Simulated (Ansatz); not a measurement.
`[SiH3][NH][AlH][Cl]` + `N[SiH2][SiH2]F` → `N[SiH2][SiH](F)[SiH3]` + `[NH2][AlH][Cl]`  (formal exchange of groups at the Si–N bond)

Computed with Ansatz on PBE0-D4/def2-TZVP structures; ΔE is electronic, products minus reactants. CCSD(T)/CBS adds triple-zeta CCSD(T) − MP2 to the extrapolated MP2 energy (def2 sets, frozen cores). DFT in def2-TZVPP. Each species was taken in one conformer, which may not be the lowest.

```
             level  ΔE (eV)
           ωB97M-V     0.57
            B2PLYP     0.56
              PBE0     0.38
CCSD(T)/def2-TZVPP     0.56
```

Problem. What does CCSD(T)/CBS give? (Estimate.)

Solution. The calculation gave: +0.55 eV. The listed levels differ from it by 0.02, 0.01, -0.17, 0.01 eV.

Largest T1 diagnostic among the species: 0.013.

From PBE to PBE0 (25 % exact exchange), in def2-TZVPP and without D4, ΔE moves by +0.09 eV. In def2-TZVPP, CCSD(T) changes the Hartree–Fock value by −0.16 eV (the triples alone add −0.02 eV) and MP2 by −0.08 eV.
